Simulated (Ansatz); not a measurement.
SiGe5H14⁻, that is n-GeGeGeGeSiGeH14 with one electron more. The state is a doublet with charge -1. Geometry r2SCAN-D4/def2-SVP, that of the neutral singlet.

```csv
atom,x (Å),y (Å),z (Å)
Ge1,1.3445,-1.3699,2.0218
Ge2,1.6170,0.9498,1.3843
Ge3,1.9114,1.1162,-1.0158
Ge4,-0.2244,1.1208,-2.1605
Si5,-1.5695,-0.7633,-1.5853
Ge6,-2.6344,-0.4649,0.5236
H7,0.5019,-2.1208,0.9767
H8,2.7276,-2.0395,2.0902
H9,0.6595,-1.5072,3.3905
H10,2.8448,1.5313,2.1111
H11,0.3918,1.7820,1.8040
H12,2.7376,-0.0894,-1.5035
H13,2.6905,2.3942,-1.3803
H14,-0.9772,2.4109,-1.7820
H15,0.0096,1.1522,-3.6839
H16,-2.6424,-0.9394,-2.6156
H17,-0.7303,-2.0019,-1.5778
H18,-1.6207,-0.1682,1.6408
H19,-3.4323,-1.7178,0.9203
H20,-3.6051,0.7249,0.4413
```

At PBE-D4/def2-TZVP, PBE0-D4/def2-TZVP the highest occupied level of the charge -1 doublet lies above zero (up to 2.38 eV). By energy differences it is unbound by 0.56 eV (vertical, to the charge 0 singlet, at PBE-D4/def2-TZVP) and held by the finite basis. At PBE-D4/def2-TZVP the gap within one spin of the charge -1 doublet nearly closes, so an electron or hole may be smeared out by delocalisation error.

Problem. Estimate the α-spin orbital energies around the gap (eV) in Ansatz with PBE-D4/def2-TZVP, PBE0-D4/def2-TZVP.

Solution. 
| orbital | PBE-D4/def2-TZVP | PBE0-D4/def2-TZVP |
| --- | --- | --- |
| HOMO−5 | -3.84 | -4.97 |
| HOMO−4 | -3.67 | -4.77 |
| HOMO−3 | -3.40 | -4.47 |
| HOMO−2 | -2.96 | -3.97 |
| HOMO−1 | -2.83 | -3.77 |
| HOMO | 2.38 | 2.06 |
| LUMO | 2.44 | 3.24 |
| LUMO+1 | 2.70 | 3.50 |
| LUMO+2 | 2.72 | 3.52 |
| LUMO+3 | 2.89 | 3.67 |
| LUMO+4 | 3.11 | 3.87 |
| LUMO+5 | 3.18 | 3.97 |
| β HOMO | -2.74 | -3.64 |
| β LUMO | 2.53 | 3.34 |
